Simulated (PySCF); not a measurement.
**Sound and unsound settings**

Molecule: SMILES FC(/C=N\C=C)(F)F, C4H4F3N; geometry GFN2-xTB.

Geometry:
```json
{"atom": "C1", "x (Å)": "-2.395", "y (Å)": "0.271", "z (Å)": "-0.380"}
{"atom": "C2", "x (Å)": "-1.137", "y (Å)": "0.188", "z (Å)": "0.044"}
{"atom": "N3", "x (Å)": "-0.370", "y (Å)": "-0.882", "z (Å)": "-0.361"}
{"atom": "C4", "x (Å)": "0.881", "y (Å)": "-0.944", "z (Å)": "-0.261"}
{"atom": "C5", "x (Å)": "1.809", "y (Å)": "0.143", "z (Å)": "0.267"}
{"atom": "F6", "x (Å)": "1.679", "y (Å)": "1.302", "z (Å)": "-0.404"}
{"atom": "F7", "x (Å)": "1.593", "y (Å)": "0.429", "z (Å)": "1.565"}
{"atom": "F8", "x (Å)": "3.094", "y (Å)": "-0.222", "z (Å)": "0.163"}
{"atom": "H9", "x (Å)": "-2.796", "y (Å)": "-0.475", "z (Å)": "-1.045"}
{"atom": "H10", "x (Å)": "-3.032", "y (Å)": "1.090", "z (Å)": "-0.098"}
{"atom": "H11", "x (Å)": "-0.715", "y (Å)": "0.938", "z (Å)": "0.708"}
{"atom": "H12", "x (Å)": "1.391", "y (Å)": "-1.840", "z (Å)": "-0.593"}
```

All runs: PySCF 2.14.0 with density-fitted response routines, non-relativistic, gas phase unless a solvent (IEF-PCM) is named; grid level 2, GIAOs and SCF threshold 1e-9 unless changed. The yardstick, PBE0/pcSseg-1, gives these isotropic shieldings σ (ppm, equivalent atoms averaged): C2 40.2, C1 50.4, C5 61.5, F6/F7/F8 250.3, H11 23.91, H12 24.33, H9 25.35.

**Question.** What do these inputs give? (1) B3LPY/pcSseg-1; conv 0.01; aux cc-pvdz-ri; max_cycle 99; (2) KT2/pcJ-1; diis off; max_cycle 75; squeeze 0.5; altered: squeeze 0.5; (3) PBE0/6-31G*; max_cycle 86; scale 1.1; altered: scale 1.1

**Answer.** 
| run | outcome | functions | wall time | C2 | C1 | C5 | F6/F7/F8 | H11 | H12 | H9 |
| --- | --- | --- | --- | --- | --- | --- | --- | --- | --- | --- |
| 1 | refused | – | 0.2 s | – | – | – | – | – | – | – |
| 2 | not converged | 256 | 4.1 min | – | – | – | – | – | – | – |
| 3 | converged | 120 | 24 s | 26.3 | 45.5 | 36.4 | 170.8 | 22.07 | 22.34 | 23.88 |

Times are on 1 thread of an Intel Xeon, shared host.

**Question.** Comment on the technical settings and failures.

**Answer.** 
- Run 1: The program stopped with: KeyError: "LibXCFunctional: name 'B3LPY' not found."
- Run 2: One bond was set to 0.5 of its length. The SCF stopped after 75 cycles without meeting its threshold, with DIIS switched off and the cycle limit at 75, so no response property followed.
- Run 3: The orbital basis differs from the yardstick's, which in itself moves the values. All coordinates were scaled by 1.1, as happens with a wrong length unit or a careless edit. The cycle limit changes the path of the SCF (12 cycles), not the solution, provided the same state is reached.

Runs 1, 2, 3 were set up unsoundly or failed; their numbers aren't to be quoted as properties of the molecule.
